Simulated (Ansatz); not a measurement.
(MgSe)4 cube (Mg₄Se₄), relaxed as a singlet with RKS r2SCAN-D4/def2-SVP in Ansatz, starting from the GFN2-xTB geometry. Force threshold 0.02 eV/Å.

Start:

```tsv
atom	x (Å)	y (Å)	z (Å)
Mg1	1.5264	-0.6665	-0.8883
Mg2	0.2162	1.8472	0.3233
Mg3	-0.2173	-0.9051	1.6420
Mg4	-1.5254	-0.2760	-1.0772
Se5	0.2836	1.1816	-2.1444
Se6	1.9919	0.3605	1.4066
Se7	-0.2824	-2.4115	-0.4220
Se8	-1.9929	0.8699	1.1600
```

```
        step   energy (eV)  largest force component (eV/Å)  SCF passes
           1  -283146.8274                           0.362          14
2 (rejected)  -283146.7263                           0.653          23
           3  -283146.8618                           0.049          18
           4  -283146.8625                           0.007          20
```

Force components are those of the run's own axes.

End:

```xyz
8

Mg    1.5080   -0.6582   -0.8776
Mg    0.2136    1.8248    0.3193
Mg   -0.2147   -0.8940    1.6224
Mg   -1.5069   -0.2726   -1.0641
Se    0.2882    1.2001   -2.1778
Se    2.0229    0.3659    1.4284
Se   -0.2868   -2.4495   -0.4287
Se   -2.0242    0.8835    1.1781
```

By distances, no bond broke or formed. The bond that changes most is Mg3–Se7, from 2.56 to 2.58 Å (atoms count from 1).

No frequencies were taken in this run, so the end may be a saddle point.

Run time 31 s (4 threads of Arm Neoverse V1 on a shared host).
